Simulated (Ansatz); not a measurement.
# Energy profile

The step: InHCl₂ ([Cl][InH][Cl]) + HBr → InBrCl₂ ([Cl][In]([Cl])[Br]) + H₂; bonds formed: H2–H5; dative contacts that become bonds: In1–Br6; bonds broken: In1–H2, H5–Br6 (atoms numbered as in the saddle structure below).

```tsv
atom	x (Å)	y (Å)	z (Å)
In1	-0.4814	-0.1235	-0.4120
H2	1.0144	0.9611	-0.5037
Cl3	-0.3351	-2.1071	-1.5636
Cl4	-2.4642	0.9617	0.0042
H5	1.2598	0.5948	0.5465
Br6	1.0065	-0.2870	1.9287
```

Electronic energies by CCSD(T) at an estimated basis limit (MP2 extrapolated from triple and quadruple zeta, plus CCSD(T) − MP2 in triple zeta), on PBE0-D4/def2-TZVP structures; InH$_{2}$BrCl$_{2}$, closed shell; no counterpoise correction. Computed with Ansatz 0.2.0 (basis: def2-TZVPP and def2-QZVPP); correlated methods freeze the cores. Filled d shells of the heavier atoms are correlated. Core potentials replace the inner electrons of the atoms past krypton. The def2 sets are not built for correlating such inner shells, so the correlated values are less sure here. Extrapolation: Hartree–Fock as exp(−7.88 √X), correlation as X^−2.97.

(1) Give the profile in eV, counted from the separated reactants. (An estimate is asked for; the value comes from the calculation.)

No T1 diagnostic of these runs exceeds 0.013. The start structure is not quite a true minimum (one mode of 84i cm⁻¹).

Results:

(1) The calculation gives:
```json
{"point": "separated: InHCl$_{2}$ (linked as [Cl][InH][Cl]; In1, H2, Cl3, Cl4; singlet) + HBr (H5, Br6; singlet)", "eV": "0.000"}
{"point": "start structure", "eV": "-0.327"}
{"point": "saddle", "eV": "0.405"}
{"point": "end structure", "eV": "-1.175"}
{"point": "separated: InBrCl$_{2}$ (linked as [Cl][In]([Cl])[Br]; In1, Cl3, Cl4, Br6; singlet) + H$_{2}$ (H2, H5; singlet)", "eV": "-1.062"}
```

For scale, one of the runs: CCSD(T)/def2-TZVPP, 210 basis functions, launched by `ansatz run in.yaml --threads 8 --pin off --events-out ev --progress --plain --max-ram 19148MiB`. Time: 82 s of wall clock on 8 CPU threads of an Arm Neoverse V1; the host was shared. Peak host memory: 3.2 GiB.
